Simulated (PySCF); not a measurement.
Computed shifts of a molecule GeH7NSi, PBE/pcSseg-1 in PySCF, GIAO, gas phase, atoms alike by connectivity averaged where their shifts nearly agree, in ppm (number of nuclei): ²⁹Si: -39.7 (1). ¹⁵N: 7.5 (1). ¹H: 5.64 (2), 3.67 (3), -0.16 (2). References: ²⁹Si against TMS (σ = 335.4 ppm); ¹⁵N against NH3 (σ = 267.0 ppm); ⁷³Ge against GeH4 (σ = 1614.4 ppm); ¹H against TMS (σ = 31.49 ppm), references at their B3LYP-D3(BJ)/def2-TZVP geometries, non-relativistic. Geometry optimised at PBE0-D3(BJ)/def2-SVP. The values are those of a single conformer.

Task: Which molecule gave these data?
(A) N[SiH2][GeH3]
(B) [NH2][GeH2][SiH3]
(C) [SiH3][NH][GeH3]

Result: A, N[SiH2][GeH3]
